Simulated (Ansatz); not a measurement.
Geometry optimisation, RHF/STO-3G (Ansatz).

The input (input.yaml):

```yaml
crystal:
  periodic: [false, false, false]
  atoms:
    - { symbol: C, position_ang: [1.1844, -1.1591, 1.0943] }
    - { symbol: "N", position_ang: [-0.0882, -1.2729, 0.2914] }
    - { symbol: C, position_ang: [-0.0504, -0.5324, -1.0068] }
    - { symbol: Si, position_ang: [-0.3767, 1.3113, -0.8513] }
    - { symbol: "N", position_ang: [-1.773, 1.5166, 0.1878] }
    - { symbol: F, position_ang: [0.7652, 2.0737, -0.1291] }
    - { symbol: H, position_ang: [2.0421, -1.4655, 0.5383] }
    - { symbol: H, position_ang: [1.0882, -1.6943, 1.9892] }
    - { symbol: H, position_ang: [1.3001, -0.0597, 1.4318] }
    - { symbol: H, position_ang: [-0.1984, -2.2627, 0.1106] }
    - { symbol: H, position_ang: [0.944, -0.6717, -1.4591] }
    - { symbol: H, position_ang: [-0.7482, -0.9689, -1.6419] }
    - { symbol: H, position_ang: [-2.35048, 1.58302, -0.67458] }
    - { symbol: H, position_ang: [-1.7189, 0.7913, 0.9166] }
    - { symbol: H, position_ang: [-1.6002, 2.3699, 0.719] }
basis:
  gaussian: { orbitals: STO-3G }
hamiltonian:
  xc: hf
relax:
  f_tol: 0.02
  max_steps: 50
```

Command:

```bash
$ ansatz run input.yaml --threads 1 --pin off --max-ram 2048MiB --backend cpu --events-out ev --progress --plain --runs-dir out
```

Task: Where does it end, and by what steps?

Result: The forces met the threshold. Limits of this set-up: minimal basis. After 11 steps the energy has fallen by 3.792 eV; H14 moved furthest, 0.82 Å. The start is strongly strained (largest force component 11 eV/Å).

```json
{"step": "0", "energy less start (eV)": "0.0000", "largest force component (eV/Å)": "11.375", "accepted": "yes"}
{"step": "1", "energy less start (eV)": "-2.3185", "largest force component (eV/Å)": "4.373", "accepted": "yes"}
{"step": "2", "energy less start (eV)": "-3.2543", "largest force component (eV/Å)": "1.878", "accepted": "yes"}
{"step": "3", "energy less start (eV)": "-3.5267", "largest force component (eV/Å)": "1.017", "accepted": "yes"}
{"step": "4", "energy less start (eV)": "-3.6488", "largest force component (eV/Å)": "0.531", "accepted": "yes"}
{"step": "5", "energy less start (eV)": "-3.7296", "largest force component (eV/Å)": "0.326", "accepted": "yes"}
{"step": "6", "energy less start (eV)": "-3.7586", "largest force component (eV/Å)": "0.539", "accepted": "yes"}
{"step": "7", "energy less start (eV)": "-3.7824", "largest force component (eV/Å)": "0.394", "accepted": "yes"}
{"step": "8", "energy less start (eV)": "-3.7612", "largest force component (eV/Å)": "0.433", "accepted": "no"}
{"step": "9", "energy less start (eV)": "-3.7910", "largest force component (eV/Å)": "0.101", "accepted": "yes"}
{"step": "10", "energy less start (eV)": "-3.7919", "largest force component (eV/Å)": "0.044", "accepted": "yes"}
{"step": "11", "energy less start (eV)": "-3.7922", "largest force component (eV/Å)": "0.020", "accepted": "yes"}
```

```xyz
15
Properties=species:S:1:pos:R:3
C 0.951 -0.875 1.103
N -0.249 -0.972 0.229
C 0.033 -0.432 -1.152
Si -0.169 1.513 -1.210
N -1.509 1.247 0.240
F 0.960 1.819 -0.051
H 1.773 -1.502 0.752
H 0.695 -1.174 2.119
H 1.280 0.165 1.099
H -0.508 -1.970 0.167
H 1.010 -0.776 -1.494
H -0.700 -0.896 -1.808
H -2.495 1.280 -0.045
H -1.244 0.254 0.523
H -1.410 1.876 1.046
```

Whether the end is a true minimum wasn't checked by a vibrational analysis.

Time of the run: 19 s on 1 thread of Arm Neoverse V2, with other jobs on the host, peak memory 0.13 GiB.
